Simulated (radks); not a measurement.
Values are calculated unless marked as measured or tabulated.
Q: Ionisation of the argon ion Ar2+, [Ne] 3s2 3p4, to [Ne] 3s2 3p3 as the strength of local exchange is varied. Level of theory: Dirac Kohn-Sham, Slater X-alpha exchange (alpha = 2/3 is LDA exchange), no correlation, spin-unpolarised, spherical densities, point nucleus; open shells are shared between the two j in proportion to 2j + 1 (a radial shooting solver on a logarithmic mesh with Libxc functionals).

| alpha | E(Ar2+) (hartree) | exchange (hartree) | IE (eV) | -e of the level emptied (eV) | <r> of it (bohr) |
|---|---|---|---|---|---|
| 0.658 | -524.49096 | -26.76416 | 40.939 | 33.736 (3p3/2) | 1.479 |
| 0.664 | -524.73505 | -27.01820 | 41.052 | 33.844 (3p3/2) | 1.478 |
| 0.667 | -524.85713 | -27.14528 | 41.108 | 33.898 (3p3/2) | 1.477 |
| 0.926 | -535.48184 | -38.28673 | 46.145 | 38.706 (3p3/2) | 1.416 |
| 0.974 | -537.46934 | -40.38839 | 47.111 | 39.631 (3p3/2) | 1.406 |
| 1.035 | -540.00346 | -43.07588 | 48.352 | 40.822 (3p3/2) | 1.392 |
| ? | -537.71819 | -40.65191 | 47.232 | 39.747 (3p3/2) | 1.404 |

Which alpha was used in the last row?

A: alpha = 0.98. NIST Atomic Spectra Database: 40.74 eV (semi-empirical). The central value is not met in this range of alpha. Spin polarisation and multiplet splitting are left out, so open shells lie too high by an amount that depends on their filling.

Beside tabulated values, note that spin-unpolarised runs miss the spin-polarisation part of the exchange energy of open shells.
